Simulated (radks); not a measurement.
Problem. Species: Ir I. Configuration: [Xe] 4f14 5d7 6s2. Calculated with a radial shooting solver on a logarithmic mesh with Libxc functionals: scalar-relativistic Kohn-Sham, PBE, spin-polarised, spherical densities, point nucleus; open shells are filled with parallel spins first (spin-orbit coupling, left out, can overturn this in heavy ions). Some entries of the table are withheld. Estimate them.

| orbital | occ. | eigenvalue (hartree) | r(max) (bohr) | <r> (bohr) |
|---|---|---|---|---|
| 1s down | 1 | -2798.043 | 0.01082 | 0.01743 |
| 1s up | 1 | -2798.043 | 0.01082 | 0.01743 |
| 2s up | 1 | -489.4642 | 0.06228 | 0.07360 |
| 2s down | 1 | -489.4576 | 0.06228 | 0.07360 |
| 2p up | 3 | -425.1593 | 0.05138 | 0.06624 |
| 2p down | 3 | -425.1540 | 0.05138 | 0.06624 |
| 3s up | 1 | -114.4791 | 0.1756 | 0.1904 |
| 3s down | 1 | -114.4768 | 0.1756 | 0.1904 |
| 3p up | 3 | -95.68003 | 0.1745 | 0.1913 |
| 3p down | 3 | -95.67742 | 0.1745 | 0.1913 |
| 3d up | 5 | -75.00776 | 0.1421 | 0.1733 |
| 3d down | 5 | -75.00308 | 0.1421 | 0.1733 |
| 4s up | 1 | -24.42178 | 0.3972 | 0.4233 |
| 4s down | 1 | -24.41546 | 0.3972 | 0.4233 |
| 4p up | 3 | -18.25735 | 0.4174 | 0.4505 |
| 4p down | 3 | -18.25149 | 0.4175 | 0.4505 |
| 4d up | 5 | -10.69231 | 0.4262 | 0.4785 |
| 4d down | 5 | -10.68549 | 0.4263 | 0.4783 |
| 5s up | 1 | -3.62079 | 0.8916 | 0.9795 |
| 5s down | 1 | -3.57109 | 0.8892 | 0.9758 |
| 4f up | 7 | -2.28633 | (1) | 0.5360 |
| 4f down | 7 | -2.27529 | (2) | 0.5344 |
| 5p up | 3 | -2.03637 | 1.005 | 1.136 |
| 5p down | 3 | -1.97356 | 1.001 | 1.132 |
| 5d up | 5 | (3) | 1.302 | (4) |
| 6s up | 1 | -0.24775 | 2.371 | 2.848 |
| 5d down | 2 | (5) | 1.298 | (6) |
| 6s down | 1 | -0.21350 | 2.439 | 2.975 |

Solution. 
(1) 4f up r(max) (bohr): 0.3951
(2) 4f down r(max) (bohr): 0.3950
(3) 5d up eigenvalue (hartree): -0.29187
(4) 5d up <r> (bohr): 1.701
(5) 5d down eigenvalue (hartree): -0.22437
(6) 5d down <r> (bohr): 1.751
